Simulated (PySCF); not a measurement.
# Energy of Ru (ruthenium, neutral) between two integer charges

The 5s alpha orbital of [Kr] 4d7 5s1 is emptied in steps (occupation f), with all orbitals relaxed, ending at [Kr] 4d7. All numbers are calculated (PySCF 2.14, scalar relativity through the core potential, in aug-cc-pVDZ-PP with ECP28MDF (5s5p4d2f, 54 functions)). The exact energy is a straight line in f; departures are measured from the line between the end points of the same method.

```json
{"f": "1", "UHF (eV)": "0.000"}
{"f": "0.8", "UHF (eV)": "0.028"}
{"f": "0.6", "UHF (eV)": "0.041"}
{"f": "0.4", "UHF (eV)": "0.040"}
{"f": "0.2", "UHF (eV)": "0.026"}
{"f": "0", "UHF (eV)": "0.000"}
```

**Question.** For UHF, how does the orbital energy at f = 1 compare with the removal energy?

**Answer.** −ε = 6.478 eV against a total-energy difference of 6.296 eV. By Janak's theorem ε = ∂E/∂f, so the gap between them reflects the curvature. Along the path −ε is 6.398 (f = 0.8), 6.324 (f = 0.6), 6.257 (f = 0.4), 6.195 (f = 0.2) eV.

Reference removal energy between the ground levels: 7.361 eV (measured; NIST Atomic Spectra Database, ionization energies). The calculation has no spin-orbit coupling. UHF lacks correlation.
